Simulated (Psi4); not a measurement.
C₄H₉O₂, charge +1, singlet, at a GFN2-xTB geometry. Base run: B3LYP/3-21G run with Psi4.

The Psi4 input:
```
memory 2 GB

molecule {
1 1
  C     1.33725168    0.06656417   -0.44632930
  C     0.74388758   -1.18028188    0.20726565
  O    -0.36206640   -0.80065599    1.09365955
  C    -1.36293544   -0.01520123    0.36272443
  C    -0.69648336    1.19122689   -0.29626356
  O     0.34124733    0.76976439   -1.14428956
  H     2.09036655   -0.21854948   -1.18243169
  H     1.80952077    0.70914008    0.31370797
  H     1.47288917   -1.72433803    0.80850751
  H     0.31250458   -1.84571437   -0.54378494
  H     0.00257401   -0.23714095    1.81212863
  H    -1.78215035   -0.68736273   -0.38922402
  H    -2.13707398    0.27198446    1.07488037
  H    -0.31701144    1.88511998    0.47062106
  H    -1.41538955    1.72014615   -0.92374809
}

set basis 3-21g

energy('b3lyp')
print_variables()
```

Each row names what was changed in the base input (with any setting that the change needs).

| change | basis functions | E (Eh) |
|---|---|---|
| base | 72 | -306.28657 |
| basis = cc-pVDZ-DK; relativity = spin-free X2C (with scf_type pk) | 129 | -308.14972 |
| basis = cc-pVDZ-DK; relativity = none (with scf_type pk) | 129 | -307.97546 |

Totals shift with the method and basis; they matter in differences.

Basis sets contracted for a relativistic Hamiltonian are a mismatch without it, so the rows without relativity aren't non-relativistic limits. No row has spin-orbit coupling; sets with core potentials leave out the core electrons.
